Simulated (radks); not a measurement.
The numbers below are computed, except where a source is named.
Charge is removed step by step from the 5p3/2 level of Ho3+, starting from [Kr] 4d10 4f10 5s2 5p(1/2: 2, 3/2: 4). Code: a radial shooting solver on a logarithmic mesh with Libxc functionals. Model: Dirac Kohn-Sham, PBE, spin-unpolarised, spherical densities, finite nucleus; open shells fill j = l - 1/2 first; Fermi nuclear charge, rms radius 5.2022 fm.

[
 {"removed (e)": "0", "E - E(0) (eV)": "0.000", "eigenvalue (eV)": "-52.846", "E minus straight line (eV)": "0.000"},
 {"removed (e)": "0.125", "E - E(0) (eV)": "6.714", "eigenvalue (eV)": "-54.587", "E minus straight line (eV)": "-0.773"},
 {"removed (e)": "0.25", "E - E(0) (eV)": "13.647", "eigenvalue (eV)": "-56.338", "E minus straight line (eV)": "-1.327"},
 {"removed (e)": "0.375", "E - E(0) (eV)": "20.799", "eigenvalue (eV)": "-58.100", "E minus straight line (eV)": "-1.662"},
 {"removed (e)": "0.5", "E - E(0) (eV)": "28.173", "eigenvalue (eV)": "-59.872", "E minus straight line (eV)": "-1.777"},
 {"removed (e)": "0.625", "E - E(0) (eV)": "35.768", "eigenvalue (eV)": "-61.653", "E minus straight line (eV)": "-1.669"},
 {"removed (e)": "0.75", "E - E(0) (eV)": "43.586", "eigenvalue (eV)": "-63.445", "E minus straight line (eV)": "-1.337"},
 {"removed (e)": "0.875", "E - E(0) (eV)": "51.629", "eigenvalue (eV)": "-65.246", "E minus straight line (eV)": "-0.782"},
 {"removed (e)": "1", "E - E(0) (eV)": "59.898", "eigenvalue (eV)": "-67.056", "E minus straight line (eV)": "0.000"}
]

Removing the whole electron costs 59.898 eV by Delta-SCF, against 52.846 eV from minus the eigenvalue at the starting occupation. Slater's transition state (half an electron removed) gives 59.872 eV. Integrating minus the eigenvalue over the occupation (Janak's theorem) gives 59.898 eV. The mean slope of the eigenvalue, de/dn, is 14.2 eV per electron.
